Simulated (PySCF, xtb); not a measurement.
BrH3SiZn, SMILES [SiH3][Zn][Br].

xtb with GFN2-xTB at its own geometry gives an orbital gap of 4.48 eV and a dipole moment of 6.42 D.

Geometry optimised at PBE-D3(BJ)/def2-SVP. The structure was generated by enumeration; whether it is a known compound was not checked.

Q: What does PBE/def2-TZVPD (PySCF) give? (Estimate from the structure and the level; the computed values follow.)

A: gap 5.11 eV (levels -7.04 and -1.93 eV), dipole 1.94 D.
